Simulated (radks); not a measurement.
The numbers below are computed, except where a source is named.
Yb IV, configuration [Xe] 4f12.75 5f0.25 (fractional occupations, a model configuration).

Code: a radial shooting solver on a logarithmic mesh with Libxc functionals. Model: scalar-relativistic Kohn-Sham, TASK exchange with Perdew-Wang LDA correlation, spin-polarised, spherical densities, finite nucleus; open shells are filled with parallel spins first (spin-orbit coupling, left out, can overturn this in heavy ions); meta-GGA in the generalised Kohn-Sham scheme; Fermi nuclear charge, rms radius 5.3108 fm.

Energy parts (eV):
| part | energy |
|---|---|
| total | -382475.38 |
| kinetic | 416690.55 |
| electron-nucleus | -939107.13 |
| Hartree | 147823.27 |
| exchange-correlation | -7882.07 |

Orbitals (lengths in bohr, moments of r in powers of bohr; r(max) is where P^2 peaks):
\begin{tabular}{lrrrrr}
orbital & occ. & eigenvalue (eV) & <r> & <1/r> & r(max) \\ \hline
1s up & 1 & -61353.87 & 0.01967 & 80.59 & 0.01237 \\
1s down & 1 & -61353.87 & 0.01967 & 80.59 & 0.01237 \\
2s up & 1 & -10457.59 & 0.08340 & 18.80 & 0.07061 \\
2s down & 1 & -10457.58 & 0.08340 & 18.80 & 0.07061 \\
2p up & 3 & -9220.906 & 0.07419 & 17.25 & 0.05757 \\
2p down & 3 & -9220.892 & 0.07419 & 17.25 & 0.05757 \\
3s up & 1 & -2397.511 & 0.2169 & 6.952 & 0.1995 \\
3s down & 1 & -2396.617 & 0.2168 & 6.954 & 0.1995 \\
3p up & 3 & -2023.396 & 0.2164 & 6.468 & 0.1966 \\
3p down & 3 & -2022.490 & 0.2163 & 6.470 & 0.1966 \\
3d up & 5 & -1566.058 & 0.1963 & 6.120 & 0.1603 \\
3d down & 5 & -1565.357 & 0.1962 & 6.122 & 0.1603 \\
4s up & 1 & -508.4125 & 0.4886 & 2.935 & 0.4557 \\
4s down & 1 & -506.7923 & 0.4887 & 2.934 & 0.4557 \\
4p up & 3 & -384.7376 & 0.5186 & 2.680 & 0.4767 \\
4p down & 3 & -383.1275 & 0.5187 & 2.679 & 0.4767 \\
4d up & 5 & -220.8968 & 0.5592 & 2.372 & 0.4911 \\
4d down & 5 & -219.2527 & 0.5596 & 2.370 & 0.4911 \\
4f up & 7 & -40.2027 & 0.7132 & 1.818 & 0.4800 \\
4f down & 5.75 & -38.6063 & 0.7198 & 1.808 & 0.4807 \\
5s up & 1 & -92.5640 & 1.182 & 1.128 & 1.061 \\
5s down & 1 & -91.7952 & 1.187 & 1.122 & 1.064 \\
5p up & 3 & -61.9870 & 1.360 & 0.9612 & 1.202 \\
5p down & 3 & -61.4573 & 1.368 & 0.9550 & 1.206 \\
5f up & 0.25 & -8.7857 & 5.635 & 0.2020 & 5.251 \\
\end{tabular}

The highest occupied level is 5f up at -8.786 eV. The spin density at the nucleus is 2.108 e/bohr^3 (1s -0.013, 2s -0.397, 3s -7.413, 4s 3.018, 5s 6.914). The electron density at the nucleus is 1.089e+06 e/bohr^3 (large components only). The density falls to 0.001 e/bohr^3 at r = 3.04 bohr. Spin moment in Bohr magnetons: 1.5. Summed over all electrons, <r^2> = 39.90 bohr^2, which gives a Langevin (diamagnetic) susceptibility term of -31.6 x 10^-6 cm^3/mol.
